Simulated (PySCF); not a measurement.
**Vibration and rotation of BiSb**

RHF-CCSD(T) constants of BiSb, ¹Σ⁺ (singlet), closed shell (Bi def2-SVP with ECP60, Sb def2-SVP with ECP28; scalar-relativistic core potentials (PySCF 2.14); masses 208.9804 and 120.9038 u):

| Item | Value |
| --- | --- |
| ωe | 217.8 cm⁻¹ |
| ωexe | 0.492 cm⁻¹ |
| Be | 0.031824 cm⁻¹ |
| αe | 7.64e-05 cm⁻¹ |
| De to Bi + Sb | 1.91 eV |

Question: What force constant and bond length do these constants imply?

Answer: Reduced mass μred = 76.592 u; k = 5.8918×10⁻⁷·μred·ωe² (u, cm⁻¹, mdyn/Å) = 2.14 mdyn/Å; Re = √(16.8576/(μred·Be)) (u, cm⁻¹, Å) = 2.630 Å.

Question: Estimate the centrifugal constant D from the Kratzer relation and find the Dunham coefficient a1.

Answer: D = 4Be³/ωe² = 2.72e-09 cm⁻¹; a1 = −1 − αeωe/(6Be²) = -3.74.

Correlated steps freeze 8 core orbitals. Correlated levels converge slowly with the basis: in double zeta they bind strong bonds too weakly, by up to about 1 eV, and carry superposition errors of some tenths. Spin–orbit coupling is left out, which matters for elements this heavy, above all for dissociation energies. Where the molecule has an RHF reference, its open-shell atoms are computed with UHF.
